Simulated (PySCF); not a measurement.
GeHO, SMILES [OH+]=[Ge] (connectivity only; charge and spin as stated), charge +1, multiplicity 1.

Geometry optimised at ωB97X-D3(BJ)/def2-TZVP. The isomer is the one that the SMILES or the coordinates give; other isomers of the formula were not compared.

Calculation: CAM-B3LYP/def2-TZVPD in PySCF.

Isolated molecule, no solvent.

Computed frontier levels, gap, dipole moment and polarisability:
```
Quantity                                                           Value
------------------------------------------------  ----------------------
highest occupied level                                         -18.53 eV
lowest empty level                                              -7.69 eV
orbital gap                                                     10.84 eV
dipole moment about the centre of nuclear charge                  0.27 D
mean static polarisability                          23.9 bohr³ (3.54 Å³)
polarisability, principal values                  20.6, 20.6, 30.3 bohr³
```
